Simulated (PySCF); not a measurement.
## Exercise with solution: oscillator strength and radiative lifetime

W(O)2(OH)(NH2) (H3NO3W), SMILES [NH2][W](=[O])(=[O])[OH], multiplicity 1.

Coordinates come from a B3LYP-D3(BJ)/def2-SVP optimisation. A frequency run showed that this geometry is not a minimum. The multiplicity is an assumed one; no other spin state was optimised. The structure was generated by enumeration; whether it is a known compound was not checked. The def2 effective core potentials stand for the cores of W; spin–orbit coupling is left out. One conformer was computed; it need not be the lowest.

TDA-PBE/def2-SVPD (PySCF 2.14.0) puts the first singlet state with f over 0.02 at 5.48 eV (vertical), with the transition dipole (-0.120, -0.634, 0.000) in atomic units.

Find the oscillator strength, the wavelength and the radiative lifetime that this transition would have in vacuum if emission retraced absorption.


|μ|² = 0.4164 au, so |μ| = 1.64 D. ΔE = 5.48/27.211 = 0.2014 hartree. f = (2/3) ΔE |μ|² = 0.056 (the program prints 0.056).
λ = 1239.84/5.48 = 226 nm; ν = 44199 cm⁻¹.
Einstein's coefficient A = 0.6670 ν² f s⁻¹ (ν in cm⁻¹) = 7.3e7 s⁻¹, so τ = 1/A = 14 ns. This state is S4; the lower singlets have f = 0.000, 0.001, 0.010. The figure is the radiative limit of this one transition; relaxation, internal conversion, crossing to triplets and a medium change what is measured.
